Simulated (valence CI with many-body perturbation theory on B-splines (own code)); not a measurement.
# Which ion has this spectrum?

A relativistic CI+MBPT calculation for an atom or ion with 49 electrons gives these levels (cm⁻¹):

```
   J  Parity      E     g
 9/2     odd    0.0  0.76
11/2     odd  22664  0.97
 3/2     odd  36235  0.64
13/2     odd  41316  1.09
 9/2     odd  47103  1.01
 5/2     odd  51407  0.96
15/2     odd  56999  1.16
 3/2     odd  57737  1.58
 7/2     odd  58542  1.06
 5/2     odd  59369  0.70
 7/2     odd  70164  1.05
 9/2     odd  75734  1.18
13/2     odd  76860  0.95
11/2     odd  77522  1.11
```

The energies are calculated, and their last digits are not significant.

(1) Which is it?
A. W25+
B. Os27+
C. Re26+
D. Ir28+

## Answers

(1) C. Re26+, ground level 4f3 4I°_9/2.
